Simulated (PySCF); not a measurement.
**Electron correlation in Ne⁺ (neon, charge +1)**

[He] 2s2 2p5, 2P determinant. Computed with PySCF 2.14 in def2-SVP (3s2p1d, 14 functions), with no relativity, point nucleus. Frozen: 1s2; 7 electrons correlated.

MP2 pair energies summed by pair of shells (mhartree):

```tsv
pair	energy	share (%)
2p-2p	-84.95	65.3
2s-2p	-38.21	29.4
2s-2s	-6.91	5.3
```

Total MP2 correlation energy: -130.06 mhartree.

Same-spin part -32.95 and opposite-spin part -97.11 mhartree; SCS-MP2 scales them by 1/3 and 6/5 to -127.52 mhartree.

| level | correlation energy (mhartree) |
| --- | --- |
| CCSD | -140.70 |
| (T) | -1.06 |
| CCSD(T) | -141.76 |

Diagnostics: T1 = 0.0037, D1 = 0.0059, largest double amplitude 0.038.

Question: Is a single reference adequate?

Answer: Yes: T1 lies below 0.03 and no double amplitude reaches 0.07.
